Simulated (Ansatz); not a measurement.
`[F][Zr]([F])([F])[SeH]` + H₂S → `[F][Zr]([F])([F])[SH]` + H₂Se at 500 K and 1 bar (ligand exchange at a Zr–Se bond).

Computed with Ansatz on PBE0-D4/def2-TZVP structures; ΔE is electronic, products minus reactants. CCSD(T)/CBS adds triple-zeta CCSD(T) − MP2 to the extrapolated MP2 energy (def2 sets, frozen cores). This one scheme is used for every species. def2 core potentials past Kr. For Se, Zr outer-core shells are correlated without core-valence functions, which leaves a few kJ/mol of doubt a bond. Scalar relativity is left out up to krypton. Each species was taken in one conformer, which may not be the lowest.

| species | CCSD(T)/CBS energy (Eh) | H − E (kJ/mol) | S (J/(mol·K)) |
| --- | --- | --- | --- |
| `[F][Zr]([F])([F])[SeH]` | -2747.96381 | 81.7 | 448.1 |
| H₂S | -398.97279 | 57.0 | 224.0 |
| `[F][Zr]([F])([F])[SH]` | -745.03533 | 83.7 | 436.1 |
| H₂Se | -2401.89790 | 53.1 | 237.8 |

H − E and S are ideal-gas, rigid-rotor, harmonic terms from PBE0-D4/def2-TZVP, for one conformer and one mirror image of each species. 1 Eh = 2625.50 kJ/mol, R = 8.31446 J/(mol·K).

By hand: ΔE, ΔH, ΔS and ΔG.

ΔE = (-745.03533) + (-2401.89790) − (-2747.96381) − (-398.97279) = 0.00337 Eh = 8.8 kJ/mol. Δ(H − E) = 83.7 + 53.1 − 81.7 − 57.0 = -1.9, so ΔH = 6.9 kJ/mol. ΔS = 436.1 + 237.8 − 448.1 − 224.0 = 1.8 J/(mol·K). ΔG = 6.9 − 500 × (1.8)/1000 = 6.0 kJ/mol.

By hand: the equilibrium constant, and the temperature at which ΔG would vanish if ΔH and ΔS stayed fixed.

log₁₀ K = −ΔG/(RT ln 10) = -0.6. ΔG = 0 at ΔH/ΔS = 3833 K, far beyond where these terms or the molecules hold.

The number of gas molecules stays the same, so ΔS is small and ΔH decides. A doubt of 5 kJ/mol in ΔE shifts log₁₀ K by 0.5 here. Other conformers and mirror images would add mixing entropy, several J/(mol·K) or more a flexible species. Modes under 60 cm⁻¹, often nearly free rotors, make the harmonic entropy too high. These are equilibria of isolated gas molecules and say nothing of rates. Largest T1 diagnostic: 0.018 (customary marks: 0.02 for closed shells, 0.045 for open ones).
